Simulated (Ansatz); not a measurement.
Ansatz (an electronic-structure program) input (CCSD(T)/aug-cc-pVDZ):

Ansatz 0.2 input:
```yaml
crystal:
  periodic: [false, false, false]
  atoms:
    - {symbol: Se, position_ang: [1.43267820, 0.84148578, -0.15596491]}
    - {symbol: C, position_ang: [-0.00331877, -0.48646846, 0.12717665]}
    - {symbol: C, position_ang: [-0.90585264, -0.74837250, -1.07423442]}
    - {symbol: C, position_ang: [-2.11878745, -1.45485201, -0.44647435]}
    - {symbol: C, position_ang: [-2.24919805, -0.85747260, 0.98143753]}
    - {symbol: C, position_ang: [-0.97554837, -0.00791273, 1.20799838]}
    - {symbol: H, position_ang: [2.13457621, 0.06330132, -1.19028868]}
    - {symbol: H, position_ang: [0.48246509, -1.40995121, 0.44383004]}
    - {symbol: H, position_ang: [-1.20055768, 0.20637839, -1.51601620]}
    - {symbol: H, position_ang: [-0.41876079, -1.33640183, -1.85259066]}
    - {symbol: H, position_ang: [-1.93387707, -2.52910949, -0.38867027]}
    - {symbol: H, position_ang: [-3.02362444, -1.31946810, -1.03898799]}
    - {symbol: H, position_ang: [-2.32539566, -1.65098103, 1.72516585]}
    - {symbol: H, position_ang: [-3.14552416, -0.24536809, 1.08092929]}
    - {symbol: H, position_ang: [-0.56630721, -0.10931917, 2.21262806]}
    - {symbol: H, position_ang: [-1.19782141, 1.05087242, 1.05138465]}
basis:
  gaussian:
    orbitals: aug-cc-pVDZ
magnetization: {spin_polarized: false}
correlation: {method: ccsd_t, electrons: outside_noble_gas}
output: {forces: true}
```

End of the output:

```
1.77 GiB of device memory are held for the factors and their scratch space
mean field: 1.95 GiB planned
mean field evaluation 1: about -70607.4508 eV, gradient 4.5e1 eV
mean field evaluation 2: about -70607.4588 eV, gradient 4.5e1 eV
mean field evaluation 4: about -70613.3168 eV, gradient 5.3e0 eV
mean field evaluation 8: about -70613.4253 eV, gradient 7.1e-2 eV
mean field evaluation 16: about -70613.4102 eV, gradient 1.2e0 eV
mean field -70613.42536428 eV, -2594.9955186384 hartree, gradient 2.7e-6 eV, S^2 0.000000; 0 other end points of the search recorded, 0 dependent functions left out
19 core orbitals not correlated
reference -70613.42536428 eV, -2594.9955186384 hartree; 18, 18 occupied and 204, 204 virtual orbitals, 2439 factors
densities: 12.22 GiB planned
second order -23.51664937 eV of doubles, -0.00000000 eV of singles
coupled cluster: 9.33 GiB planned
cycle   1  -24.67456210 eV  change    -1.2e0 eV  update   1.1e-1
cycle   2  -25.33710453 eV  change   -6.6e-1 eV  update   3.1e-2
cycle   3  -25.44455853 eV  change   -1.1e-1 eV  update   1.2e-2
cycle   4  -25.44292736 eV  change    1.6e-3 eV  update   2.9e-3
cycle   5  -25.44353627 eV  change   -6.1e-4 eV  update   1.0e-3
cycle   6  -25.44357198 eV  change   -3.6e-5 eV  update   3.2e-4
cycle   7  -25.44345834 eV  change    1.1e-4 eV  update   1.2e-4
cycle   8  -25.44346308 eV  change   -4.7e-6 eV  update   5.0e-5
cycle   9  -25.44346128 eV  change    1.8e-6 eV  update   2.0e-5
cycle  10  -25.44344801 eV  change    1.3e-5 eV  update   8.8e-6
cycle  11  -25.44344842 eV  change   -4.1e-7 eV  update   4.3e-6
perturbative correction -0.94596652 eV, -0.0347636283 hartree
the calculation of the forces begins
1.77 GiB of device memory are held for the factors and their scratch space
Total energy: -70639.81477921 eV, -2595.9653117498 hartree
Atom 0 at     1.432678     0.841486    -0.155965 Å, force     0.033277     0.226117     0.083344 eV/Å
Atom 1 at    -0.003319    -0.486468     0.127177 Å, force     0.229705     0.183272    -0.069110 eV/Å
Atom 2 at    -0.905853    -0.748372    -1.074234 Å, force    -0.026011     0.012184    -0.011132 eV/Å
Atom 3 at    -2.118787    -1.454852    -0.446474 Å, force     0.005294     0.026135     0.026853 eV/Å
Atom 4 at    -2.249198    -0.857473     0.981438 Å, force     0.048797     0.001479    -0.046281 eV/Å
Atom 5 at    -0.975548    -0.007913     1.207998 Å, force    -0.037162    -0.009297    -0.002882 eV/Å
Atom 6 at     2.134576     0.063301    -1.190289 Å, force     0.068668    -0.095776    -0.109678 eV/Å
Atom 7 at     0.482465    -1.409951     0.443830 Å, force     0.219660    -0.458095     0.156207 eV/Å
Atom 8 at    -1.200558     0.206378    -1.516016 Å, force    -0.138541     0.452518    -0.178517 eV/Å
Atom 9 at    -0.418761    -1.336402    -1.852591 Å, force     0.233285    -0.275934    -0.354075 eV/Å
Atom 10 at    -1.933877    -2.529109    -0.388670 Å, force     0.101989    -0.483991     0.032426 eV/Å
Atom 11 at    -3.023624    -1.319468    -1.038988 Å, force    -0.411386     0.070787    -0.268574 eV/Å
Atom 12 at    -2.325396    -1.650981     1.725166 Å, force    -0.019431    -0.364938     0.339514 eV/Å
Atom 13 at    -3.145524    -0.245368     1.080929 Å, force    -0.405543     0.285504     0.033259 eV/Å
Atom 14 at    -0.566307    -0.109319     2.212628 Å, force     0.195372    -0.053850     0.465784 eV/Å
Atom 15 at    -1.197821     1.050872     1.051385 Å, force    -0.097972     0.483885    -0.097140 eV/Å
Dipole moment:    -0.241649    -0.273255    -0.019058 e Å
```
